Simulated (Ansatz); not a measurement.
```xyz
6

O     0.6019    1.7952   -1.2183
C     0.4024    0.9042   -0.4709
Si   -0.3792   -0.6290    0.1847
S     1.1688    0.4519    1.1575
H    -0.0521   -1.9428   -0.4135
H    -1.7419   -0.5795    0.7605
```

Charge 0, multiplicity 1.

Problem. List the CAM-B3LYP/def2-TZVPP orbital energies in eV (the Gaussian-basis code of Ansatz). (Estimate.)

Solution. Ansatz gave: Occupied: -2420.15, -1802.44, -523.28, -282.31, -218.19, -162.72, -162.70, -162.61, -146.96, -102.33, -102.28, -102.24, -31.78, -23.87, -17.68, -16.28, -14.45, -13.93, -13.79, -12.31, -10.78, -9.28, -8.34. Lowest empty: -0.44, -0.10, 0.74, 1.60, 3.03, 3.23, 3.70, 4.79.
